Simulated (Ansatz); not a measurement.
Molecule: C₂H₇Si, charge 0, multiplicity 2. It need not be the lowest isomer of its formula. 
Geometry from a B3LYP-D3(BJ)/def2-TZVP (Ansatz, a quantum-chemistry and plane-wave program) optimisation:
SMILES: [CH2][SiH2]C
```xyz
10

Si     0.0531     0.5267     0.0378
C     -1.6305    -0.2094     0.1949
C      1.3463    -0.8003    -0.2485
H      0.0600     1.5084    -1.0791
H      0.3902     1.2888     1.2728
H     -1.7953    -1.2679     0.3658
H     -2.5378     0.3835     0.1522
H      1.3560    -1.5162     0.5761
H      1.1454    -1.3490    -1.1706
H      2.3437    -0.3635    -0.3253
```
Charge 0, spin multiplicity 2.

Basis-set convergence of Hartree-Fock and CCSD correlation energies (hartree) with Ansatz. Correlated levels leave the core frozen unless marked. Open shells are spin-unrestricted. No spin-orbit coupling. No relativistic terms.

```
basis        functions       E(HF)  E(corr, CCSD)
-----------  ---------  ----------  -------------
cc-pV(D+d)Z         86  -368.71990       -0.42166
cc-pV(T+d)Z        197  -368.75838       -0.50267
cc-pV(Q+d)Z        384  -368.76713       -0.52706
cc-pV(5+d)Z        667  -368.76904       -0.53452
```

Extrapolating the two largest sets (X = 4 and 5) as X^-3: E(corr) = (125·(-0.53452) - 64·(-0.52706))/61 = -0.5423 Eh, an estimate of the basis-set limit. The largest set recovers 98.6 % of it, the smallest 77.7 %.
